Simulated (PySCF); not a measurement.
NMR problem set

All values are calculated (PySCF 2.14.0 with density-fitted response routines): σ from GIAO-PBE0/pcSseg-1, GFN2-xTB structure. Single conformer, one averaged value for each set of equivalent atoms, non-relativistic Hamiltonian, no solvent.

Scale: ¹H (31.72 ppm), ¹³C (186.93 ppm) vs TMS (reference shieldings calculated alike). Splittings of carbon signals by F and P are missing where no couplings were computed. Where no couplings were computed, multiplicities follow the n + 1 count of equivalent neighbours, and m marks all less simple cases (inequivalent or close neighbours, rings, F or P nearby). Shifts are as computed. Against solution values, carbons near 30 ppm lie about +3 ppm off and those near 130 ppm about +5 ppm; carbons on Cl a further +6 ppm. Of 1211 compounds with measured shifts, 218 miss one by over three times the rms of a fit or turn the order of signals round; such compounds aren't used in these exercises. Carbons bonded to Cl come out too deshielded.

Q: C2H8FPSi2. ¹H NMR (300 MHz, computed): δ 6.54 (m, 1H), 6.49 (m, 1H), 6.49 (m, 1H), 6.39 (m, 1H), 4.39 (m, 1H), 4.05 (m, 1H), 1.07 (m, 2H). ¹³C{¹H} NMR (computed): δ 147.0, 136.7. Give a structure.

A: `C=C[SiH2][Si@H](F)P`. 2 carbon signals for 2 carbons: no two carbons are equivalent. Carbon types of the structure: 1 × CH, 1 × CH2, leaving 5 H on heteroatoms. δC 147.0: terminal =CH2 carbon; an sp2 carbon of a C=C bond. δC 136.7: alkene CH; an sp2 carbon of a C=C bond. δH 6.54, 6.49: hydrogen on a terminal =CH2 carbon; a vinylic proton, deshielded by the sp2 carbon and the C=C anisotropy. δH 6.49: hydrogen on an alkene CH; olefinic region.

The data come from this structure; uniqueness wasn't tested.

Q: C7H13ClSi. ¹H NMR (400 MHz, computed): δ 5.93 (s, 1H), 3.73 (d, 3H), 3.22 (m, 1H), 2.23 (m, 1H), 1.96 (m, 1H), 1.93 (m, 1H), 1.87 (m, 1H), 1.73 (m, 1H), 1.38 (m, 1H), 1.22 (m, 1H), 0.88 (m, 1H). ¹³C{¹H} NMR (computed): δ 151.3, 121.1, 41.2, 33.8, 33.7, 32.8, 28.3. Identify the compound.

A: SMILES [SiH3][C@@H]1CCC/C(=C\Cl)C1. The formula gives 2 degrees of unsaturation (1 ring in the answer). 7 carbon signals for 7 carbons: no two carbons are equivalent. Carbon types of the structure: 1 × C, 2 × CH, 4 × CH2, leaving 3 H on heteroatoms. δC 151.3: fully substituted alkene carbon; the olefinic region. δC 121.1: alkene CH; an sp2 carbon of a C=C bond. δC 41.2, 32.8: allylic sp3 CH2; a saturated carbon with 2 carbon neighbours and no heteroatom attached. δC 33.8, 33.7: sp3 CH2 in a ring; saturated and bonded to C and H only.

The data come from this structure; uniqueness wasn't tested.
